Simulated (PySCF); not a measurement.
Compound: C₂H₇ClSi₂.
Z-matrix (Å and degrees, PBE0-D3(BJ)/def2-SVP geometry), rows numbered from 1:
```
Si
C   1  1.8830
C   2  1.3455  1  127.07
Si  3  1.8711  2  126.07  1    -1.08
Cl  4  2.0793  3  109.37  2   -51.59
H   1  1.4924  2  110.64  3   -24.89
H   1  1.4946  2  107.96  3  -144.33
H   1  1.4934  2  110.81  3    97.13
H   2  1.1004  1  115.61  3   179.98
H   3  1.1001  2  118.06  1  -179.85
H   4  1.4902  3  112.61  2    67.66
H   4  1.4891  3  109.43  2  -169.81
```

The computed photoelectron lines, unassigned: C 1s: 290.39 (area 1), 290.46 (area 1) eV; Si 1s: 1846.56 (area 1), 1847.54 (area 1) eV; Si 2p3/2: 106.79 (area 1), 107.66 (area 1) eV; Cl 1s: 2828.37 eV; Cl 2p3/2: 205.78 eV.

The calculation used delta-SCF UKS SCAN, pcX-2 on the ionised atom, pcseg-1 elsewhere, spin-free X2C (PySCF 2.14.0). The structure is a single PBE0-D3(BJ)/def2-SVP conformer in the gas phase; no vibrational or solvent corrections.

**Question.** Which silicon gives which Si 1s line?

**Answer.** 1846.56 eV: Si1 (SiH3 silicon); 1847.54 eV: Si4 (chlorine-bound silicon). Lowest listed Si 1s: Si1, bonded to C and 3 H. Highest, 0.98 eV above it: Si4, bonded to Cl, C and 2 H. Summing the Pauling electronegativity differences to the bonded atoms, each weighted by its formal bond order, gives +1.55 for the lowest site and +2.51 for the highest.

**Question.** Assign the Si 2p3/2 lines to atoms.

**Answer.** 106.79 eV: Si1 (SiH3 silicon); 107.66 eV: Si4 (chlorine-bound silicon). Lowest listed Si 2p3/2: Si1, bonded to C and 3 H. Highest, 0.87 eV above it: Si4, bonded to Cl, C and 2 H. Summing the Pauling electronegativity differences to the bonded atoms, each weighted by its formal bond order, gives +1.55 for the lowest site and +2.51 for the highest.

Bonded neighbours of each site: Si1: C and 3 H; C2: C (double bond), H and Si; C3: C (double bond), H and Si; Si4: Cl, C and 2 H; Cl5: Si.

**Question.** Which effective nuclear charge Zeff reproduces each element's mean 1s value in the hydrogen-like formula E = 13.606 eV × Zeff²?

**Answer.** C (Z = 6): mean 290.4 eV, Zeff = 4.62, Z − Zeff = 1.38; Si (Z = 14): mean 1847.1 eV, Zeff = 11.65, Z − Zeff = 2.35; Cl (Z = 17): mean 2828.4 eV, Zeff = 14.42, Z − Zeff = 2.58. Means run over the listed sites, weighted by atom count.

The 2p values add to the ΔSCF energy of one spin-free hole a correction within the shell (spin–orbit coupling, ligand field). 2p1/2 minus 2p3/2 (ligand field included): Si 0.63 eV, Cl 1.65 eV.
